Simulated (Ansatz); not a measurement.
Energy profile

The step: SnH₃Cl ([Cl][SnH3]) → SnH₂ + HCl (still joined by a long Sn–Cl bond); bonds formed: Cl2–H3; bonds broken: Sn1–H3; bonds weakened to dative contacts: Sn1–Cl2 (atoms numbered as in the saddle structure below).

Sn1  (-0.480, -0.289, 0.449)
Cl2  (1.091, 0.279, -1.629)
H3  (-0.065, -0.843, -1.229)
H4  (-1.236, 1.239, 0.699)
H5  (0.690, -0.386, 1.711)
(Å)

Electronic energies by CCSD(T) at an estimated basis limit (MP2 extrapolated from triple and quadruple zeta, plus CCSD(T) − MP2 in triple zeta), on PBE0-D4/def2-TZVP structures; SnH$_{3}$Cl, closed shell; no counterpoise correction. Program: Ansatz 0.2.0. Basis: def2-TZVPP and def2-QZVPP. Cores are frozen in the correlated methods. Filled d shells of the heavier atoms are correlated. Core potentials replace the inner electrons of the atoms past krypton. The def2 sets are not built for correlating such inner shells, so the correlated values are less sure here. Extrapolation: Hartree–Fock as exp(−7.88 √X), correlation as X^−2.97.

Q: Give the profile in eV, counted from the start structure. (An estimate is asked for; the value comes from the calculation.)

A: The calculation gives:
```csv
point,eV
start structure,0.000
saddle,2.174
end structure,1.498
"separated: SnH$_{2}$ (Sn1, H4, H5; singlet) + HCl (Cl2, H3; singlet)",1.776
```

No T1 diagnostic of these runs exceeds 0.016. The restricted Hartree–Fock reference is unstable towards an unrestricted one at one or more of these structures.

Losses and insertions of silylenes and their heavier kin drive the gas-phase chemistry of silicon and germanium vapour deposition.

Labels in which every atom is bracketed show which atoms are joined, not bond orders.

For scale, one of the runs: CCSD(T)/def2-TZVPP, 134 basis functions, launched by `ansatz run in.yaml --threads 2 --pin off --events-out ev --progress --plain --max-ram 4352MiB`. Time: 16 s of wall clock on 2 CPU threads of an Arm Neoverse V1; the host was shared. Peak host memory: 0.75 GiB.
